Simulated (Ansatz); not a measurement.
Calculation: B3LYP-D3(BJ)/def2-TZVP in Ansatz (a first-principles code). No frequencies were computed at this level.

Ansatz 0.2 input:
```yaml
crystal:
  periodic: [false, false, false]
  atoms:
    - { symbol: C, position_ang: [-1.614223, -0.066306, 0.302073] }
    - { symbol: N, position_ang: [-0.216739, -0.172112, 0.58897] }
    - { symbol: C, position_ang: [0.628252, 0.04989, -0.31997] }
    - { symbol: N, position_ang: [1.962347, -0.133069, -0.117371] }
    - { symbol: H, position_ang: [-2.084436, -1.032649, 0.492616] }
    - { symbol: H, position_ang: [-2.055481, 0.660805, 0.986079] }
    - { symbol: H, position_ang: [-1.825697, 0.237639, -0.733662] }
    - { symbol: H, position_ang: [0.366488, 0.345232, -1.349524] }
    - { symbol: H, position_ang: [2.232797, -0.270499, 0.843601] }
    - { symbol: H, position_ang: [2.606692, 0.381068, -0.692812] }
basis:
  gaussian: { orbitals: def2-tzvp }
hamiltonian:
  xc: b3lyp
  dispersion: d3bj
relax:
  max_steps: 150
```

Output:

```
Functional definition: B3LYP
934 factors; their error is unknown
mean field evaluation 1: about -5142.9187 eV, gradient 7.2e1 eV
mean field evaluation 2: about -5127.4201 eV, gradient 1.1e2 eV
mean field evaluation 4: about -5153.5523 eV, gradient 8.8e0 eV
mean field evaluation 8: about -5153.6908 eV, gradient 4.7e-1 eV
mean field evaluation 16: about -5153.6911 eV, gradient 2.7e-5 eV
mean field -5153.69108213 eV, -189.3946539710 hartree, gradient 2.7e-5 eV, S^2 0.000000; 0 other end points of the search recorded, 0 dependent functions left out
reference -5153.69133694 eV, -189.3946633351 hartree; 16, 16 occupied and 144, 144 virtual orbitals, 934 factors
relax step   1: F+E_penalty+E_count = -5153.95141974 eV  Δ(F+E_penalty+E_count) = +0.000e0 eV  max|allowed force component| = 5.094e-1 eV/Å  Δτ_max = 0.0000 Å  (28 SCF iters, accepted)
these checks for a lower state are left out or cut short: starts, cluster_reference, orbital_swaps, neighbouring_geometries, increment
934 factors; their error is unknown
mean field -5153.70558350 eV, -189.3951868864 hartree, gradient 1.3e-5 eV, S^2 0.000000; 0 other end points of the search recorded, 0 dependent functions left out
reference -5153.70583874 eV, -189.3951962666 hartree; 16, 16 occupied and 144, 144 virtual orbitals, 934 factors
relax step   2: F+E_penalty+E_count = -5153.96517982 eV  Δ(F+E_penalty+E_count) = -1.376e-2 eV  max|allowed force component| = 1.495e-1 eV/Å  Δτ_max = 0.0324 Å  (31 SCF iters, accepted)
these checks for a lower state are left out or cut short: starts, cluster_reference, orbital_swaps, neighbouring_geometries, increment
934 factors; their error is unknown
mean field -5153.70820048 eV, -189.3952830588 hartree, gradient 1.3e-5 eV, S^2 0.000000; 0 other end points of the search recorded, 0 dependent functions left out
reference -5153.70845552 eV, -189.3952924312 hartree; 16, 16 occupied and 144, 144 virtual orbitals, 934 factors
relax step   3: F+E_penalty+E_count = -5153.96758759 eV  Δ(F+E_penalty+E_count) = -2.408e-3 eV  max|allowed force component| = 1.068e-1 eV/Å  Δτ_max = 0.0254 Å  (31 SCF iters, accepted)
these checks for a lower state are left out or cut short: starts, cluster_reference, orbital_swaps, neighbouring_geometries, increment
934 factors; their error is unknown
mean field evaluation 32: about -5153.7118 eV, gradient 1.1e0 eV
mean field -5153.70860379 eV, -189.3952978802 hartree, gradient 1.3e-5 eV, S^2 0.000000; 0 other end points of the search recorded, 0 dependent functions left out
reference -5153.70885826 eV, -189.3953072319 hartree; 16, 16 occupied and 144, 144 virtual orbitals, 934 factors
relax step   4: F+E_penalty+E_count = -5153.96812715 eV  Δ(F+E_penalty+E_count) = -5.396e-4 eV  max|allowed force component| = 1.098e-1 eV/Å  Δτ_max = 0.0184 Å  (31 SCF iters, accepted)
these checks for a lower state are left out or cut short: starts, cluster_reference, orbital_swaps, neighbouring_geometries, increment
934 factors; their error is unknown
mean field -5153.70919636 eV, -189.3953196568 hartree, gradient 1.3e-5 eV, S^2 0.000000; 0 other end points of the search recorded, 0 dependent functions left out
reference -5153.70945088 eV, -189.3953290102 hartree; 16, 16 occupied and 144, 144 virtual orbitals, 934 factors
relax step   5: F+E_penalty+E_count = -5153.96888000 eV  Δ(F+E_penalty+E_count) = -7.528e-4 eV  max|allowed force component| = 4.132e-2 eV/Å  Δτ_max = 0.0108 Å  (33 SCF iters, accepted)
these checks for a lower state are left out or cut short: starts, cluster_reference, orbital_swaps, neighbouring_geometries, increment
934 factors; their error is unknown
mean field -5153.70921574 eV, -189.3953203690 hartree, gradient 1.2e-5 eV, S^2 0.000000; 0 other end points of the search recorded, 0 dependent functions left out
reference -5153.70947026 eV, -189.3953297223 hartree; 16, 16 occupied and 144, 144 virtual orbitals, 934 factors
relax step   6: F+E_penalty+E_count = -5153.96891682 eV  Δ(F+E_penalty+E_count) = -3.682e-5 eV  max|allowed force component| = 1.169e-2 eV/Å  Δτ_max = 0.0014 Å  (33 SCF iters, accepted)
these checks for a lower state are left out or cut short: starts, cluster_reference, orbital_swaps, neighbouring_geometries, increment
934 factors; their error is unknown
mean field -5153.70921469 eV, -189.3953203303 hartree, gradient 1.2e-5 eV, S^2 0.000000; 0 other end points of the search recorded, 0 dependent functions left out
reference -5153.70946920 eV, -189.3953296834 hartree; 16, 16 occupied and 144, 144 virtual orbitals, 934 factors
relax step   7: F+E_penalty+E_count = -5153.96891999 eV  Δ(F+E_penalty+E_count) = -3.171e-6 eV  max|allowed force component| = 3.105e-3 eV/Å  Δτ_max = 0.0005 Å  (33 SCF iters, accepted)
934 factors; their error is unknown
mean field evaluation 64: about -5153.7092 eV, gradient 6.4e-3 eV
mean field -5153.70921469 eV, -189.3953203303 hartree, gradient 2.6e-5 eV, S^2 0.000000; 1 other end points of the search recorded, 0 dependent functions left out
reference -5153.70946920 eV, -189.3953296834 hartree; 16, 16 occupied and 144, 144 virtual orbitals, 934 factors
Total energy: -5153.96917450 eV, -189.4048736771 hartree
Atom 0 at    -1.616803    -0.064788     0.301062 Å, force    -0.001785     0.000201    -0.000698 eV/Å
Atom 1 at    -0.213905    -0.189677     0.622645 Å, force     0.000654    -0.001093     0.000868 eV/Å
Atom 2 at     0.628575     0.031014    -0.293046 Å, force     0.002519    -0.000313    -0.000811 eV/Å
Atom 3 at     1.981179    -0.138684    -0.122225 Å, force    -0.003105     0.000700     0.001253 eV/Å
Atom 4 at    -2.121775    -1.021878     0.457837 Å, force     0.000223     0.000036     0.000109 eV/Å
Atom 5 at    -2.088340     0.657252     0.972700 Å, force     0.000162     0.000242     0.000019 eV/Å
Atom 6 at    -1.802844     0.254763    -0.735345 Å, force     0.000168    -0.000071    -0.000014 eV/Å
Atom 7 at     0.348503     0.331892    -1.311605 Å, force    -0.000348     0.000542     0.000005 eV/Å
Atom 8 at     2.290196    -0.242360     0.832258 Å, force     0.001269     0.000361    -0.000666 eV/Å
Atom 9 at     2.595215     0.382465    -0.724280 Å, force     0.000244    -0.000604    -0.000064 eV/Å
Dipole moment:     0.260969     0.237098    -0.284265 e Å
```

Cost: around 16 core-seconds (rough).
